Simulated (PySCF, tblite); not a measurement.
Isomers of C3H6ClNSi, one GFN2-xTB conformer each. Single-point energies are computed at PBE0/pcSseg-1 (PySCF, gas phase, no added dispersion term), electronic only.

Question: Rank them by PBE0/pcSseg-1 energy, lowest first (kJ/mol).
A. `[N:1]#[C:2][SiH2:3][CH2:4][CH2:5][Cl:6]` with C2–Si3–C4–C5 46°, Si3–C4–C5–Cl6 55°
B. `[CH2:1]=[CH:2][Si@@H:3]([Cl:4])[N:5]=[CH2:6]` with C1–C2–Si3–Cl4 -137°, C2–Si3–N5–C6 -117°
C. `[CH3:1][Si@@H:2]([Cl:3])[CH2:4][C:5]#[N:6]` with C1–Si2–C4–C5 59°

Answer: C (0.0), B (90.2), A (164.2).

GFN2-xTB itself gives, in the same order: 0.0, 50.1, 152.3. Both levels put the same isomer lowest; measured from each level's own lowest isomer, the values differ by up to 40.1 kJ/mol (C=C[Si@@H](Cl)N=C: 50.1 against 90.2).

Q: Which frontier levels, dipoles and rotational constants go with these structures?

A: 
```json
{"SMILES": "C[Si@@H](Cl)CC#N", "HOMO (eV, PBE0/pcSseg-1)": "-8.85", "LUMO (eV)": "0.17", "dipole (D)": "2.49", "A, B, C (MHz)": "4676, 1215, 1026"}
{"SMILES": "C=C[Si@@H](Cl)N=C", "HOMO (eV, PBE0/pcSseg-1)": "-7.32", "LUMO (eV)": "-1.07", "dipole (D)": "1.47", "A, B, C (MHz)": "2608, 1953, 1252"}
{"SMILES": "N#C[SiH2]CCCl", "HOMO (eV, PBE0/pcSseg-1)": "-8.74", "LUMO (eV)": "-0.49", "dipole (D)": "4.22", "A, B, C (MHz)": "3116, 1480, 1247"}
```

Q: What happens when harmonic zero-point energies from GFN2-xTB frequencies are added?

A: 
```csv
SMILES,ZPE (kJ/mol),electronic (kJ/mol),with ZPE (kJ/mol)
C[Si@@H](Cl)CC#N,215.0,0.0,0.0
C=C[Si@@H](Cl)N=C,212.0,90.2,87.2
N#C[SiH2]CCCl,210.7,164.2,159.9
```

The zero-point energies span 4.3 kJ/mol. The order is unchanged.
